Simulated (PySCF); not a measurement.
# Electron correlation in Xe³⁺ (xenon, charge +3)

[Kr] 4d10 5s2 5p3, high-spin 4S determinant. Calculation: PySCF 2.14, in def2-TZVP with the def2 core potential (28 electrons) (6s5p3d2f, 50 functions); scalar relativity through the core potential. Frozen: 4s2 4p6 4d10; 5 electrons correlated.

MP2 pair energies summed by pair of shells (mhartree):

```tsv
pair	energy	share (%)
5s-5p	-45.67	67.2
5p-5p	-15.04	22.1
5s-5s	-7.25	10.7
```

Total MP2 correlation energy: -67.97 mhartree.

Same-spin part -17.63 and opposite-spin part -50.34 mhartree; SCS-MP2 scales them by 1/3 and 6/5 to -66.28 mhartree.

| level | correlation energy (mhartree) |
| --- | --- |
| CCSD | -81.00 |
| (T) | -1.86 |
| CCSD(T) | -82.86 |

Diagnostics: T1 = 0.0014, D1 = 0.0034, largest double amplitude 0.050.

**Question.** Is a single reference adequate?

**Answer.** Yes, within this model without spin-orbit coupling: T1 lies below 0.03 and no double amplitude reaches 0.07.
